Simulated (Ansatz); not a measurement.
Isolated molecules relaxed with PBE0-D4/def2-TZVP in Ansatz; ΔE leaves out vibrations. CBS: MP2 limit from def2 TZ/QZ plus the TZ coupled-cluster correction, frozen cores. This one scheme is used for every species. Functionals use def2-TZVPP. Open shells (•) are unrestricted, without spin–orbit coupling.

Reaction (hydrogen abstraction from the Si–H bond): `O=C=N[SiH3]` + `[OH]`• → `O=C=N[SiH2]`• + H₂O

| species | BLYP energy (Eh) |
| --- | --- |
| `O=C=N[SiH3]` | -459.46077 |
| `[OH]`• | -75.75635 |
| `O=C=N[SiH2]`• | -458.81667 |
| H₂O | -76.44877 |

Q: Work out ΔE.

A: ΔE = (-458.81667) + (-76.44877) − (-459.46077) − (-75.75635) = -0.04832 Eh = -30.3 kcal/mol. CCSD(T)/CBS gives -28.8 kcal/mol.

Largest T1 diagnostic among the species: 0.018.

From PBE to PBE0 (25 % exact exchange), in def2-TZVPP and without D4, ΔE moves by +4.5 kcal/mol. At CCSD(T), def2-SVP lies +5.5 kcal/mol from the extrapolated value and def2-TZVPP +1.9 kcal/mol.
